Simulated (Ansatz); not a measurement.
System: sum formula BN2H4 (charge 0, doublet). It need not be the lowest isomer of its formula. SMILES: N[B]N
Coordinates optimised at B3LYP-D3(BJ)/def2-TZVP (Ansatz, a program for electronic structure):
```
B
N 1 1.3992
H 2 1.0035 1 122.57
H 2 1.0116 3 113.35 1 -180.00
N 1 1.3992 2 127.78 3 -180.00
H 5 1.0035 1 122.57 2 -180.00
H 5 1.0116 6 113.35 1 -180.00
```
Charge 0, spin multiplicity 2.

Atomisation energy built up term by term with Ansatz (kcal/mol; UHF references for open shells; valence terms freeze the core; atomic spin-orbit terms are left out). CBS marks a two-point X^-3 extrapolation of the correlation energy; Hartree-Fock from the larger set (for Q and 5 zeta extrapolated as (X+1)exp(-9√X)).

```tsv
term	basis	kcal/mol
Hartree-Fock	CBS(cc-pVQZ,cc-pV5Z)	415.62
CCSD correlation	CBS(cc-pVQZ,cc-pV5Z)	165.22
(T)	CBS(cc-pVQZ,cc-pV5Z)	10.13
core correlation	cc-pwCVTZ	2.80
scalar relativity (X2C)	cc-pVTZ-DK against cc-pVTZ	-0.65
sum: De		593.1
```

(T) makes 1.7 % of the CCSD(T) atomisation energy; under 5 % is typical of single-reference molecules.
